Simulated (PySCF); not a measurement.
Two-component Hartree-Fock for Rh²⁹⁺ (rhodium, charge +29)

Start: [Ne] 3s2 3p4; 3p1/2 filled at m_j = -1/2, +1/2; 3p3/2 filled at m_j = +1/2, +3/2. Calculated with PySCF 2.14 in an even-tempered Gaussian basis (19 s from 4.6 bohr⁻², ratio 2.4; 14 p from 6 bohr⁻², ratio 2.4; 5 d from 24 bohr⁻², ratio 2.6; 4 f from 36 bohr⁻², ratio 2.6): generalised Hartree-Fock with the X2C-1e Hamiltonian and a Gaussian nucleus; one run each with spin-orbit coupling (SO) switched off, then screened by Boettger's factors.

```
spinor shell  electrons  ε, spin-free (eV)  ε, screened SO (eV)  weight of nominal j (screened SO)  rms radius, screened SO (bohr)
       1s1/2          2           -24803.0             -24800.3                              1.000                          0.0374
       2s1/2          2            -4875.1              -4873.9                              1.000                           0.151
       2p1/2          2            -4516.8              -4620.6                              1.000                           0.131
       2p3/2          4            -4516.8              -4467.3                              1.000                           0.136
       3s1/2          2            -1804.2              -1803.7                              1.000                           0.372
       3p1/2          2            -1692.1              -1712.5                              0.978                           0.360
       3p3/2          2            -1692.1              -1681.4                              0.983                           0.367
```

```csv
quantity,spin-free,screened SO
E (hartree),-4175.57773,-4177.03476
M_J,2,2
⟨J²⟩,6.001,6.003
⟨L²⟩,2.001,2.953
⟨S²⟩,2.000,1.531
```

Each row is a mean over spinors that exchange with the open shell spreads, by up to 23.557 eV (3s1/2).

Breit and QED terms are absent; they matter most for the inner s and p1/2 levels.

Densities and radii are taken from the X2C orbitals without a picture-change correction, which distorts them close to the nucleus.

Without spin-orbit coupling the j labels of p, d and f shells carry no meaning; the spin-free column gives the mean over the occupied spinors of each nl shell.
